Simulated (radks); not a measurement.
Fractional charge and spin in the 5p shell of lutetium: the spin-up occupation runs from 2 to 3 and the spin-down occupation from 2 to 3; the fullest corner is Lu3+, [Kr] 4d10 4f14 5s2 5p(up 3, down 3). All-electron calculation, scalar-relativistic Kohn-Sham, BLYP, spin-polarised, spherical densities, finite nucleus; Fermi nuclear charge, rms radius of each element as measured or else 0.836 A^(1/3) + 0.57 fm. Program: a radial shooting solver on a logarithmic mesh with Libxc functionals. Energy (eV) minus the two flat planes that join the four corners (they meet along the diagonal where the two added fractions sum to one electron); zero is where a piecewise linear energy would lie.

| down \ up | 2 | 2.25 | 2.5 | 2.75 | 3 |
|---|---|---|---|---|---|
| 2 | 0.000 | -1.453 | -1.933 | -1.446 | 0.000 |
| 2.25 | -1.453 | -1.871 | -1.325 | 0.177 | -1.388 |
| 2.5 | -1.933 | -1.325 | 0.235 | -1.273 | -1.845 |
| 2.75 | -1.446 | 0.177 | -1.273 | -1.789 | -1.379 |
| 3 | 0.000 | -1.388 | -1.845 | -1.379 | 0.000 |

Corners above the fullest one (they belong to Lu4+ and the next ion): (up 3, down 2) 65.099 eV, (up 2, down 3) 65.099 eV, (up 2, down 2) 146.26 eV. With half an added electron in each spin the energy lies 0.235 eV from the planes, and with half an added electron in spin up alone -1.933 eV. The planes are only a guide here: the flat-plane condition holds for ground states with one frontier orbital, while this shell lies below other occupied shells, so the corners above the fullest one are inner-hole states and not the ground states of those ions.
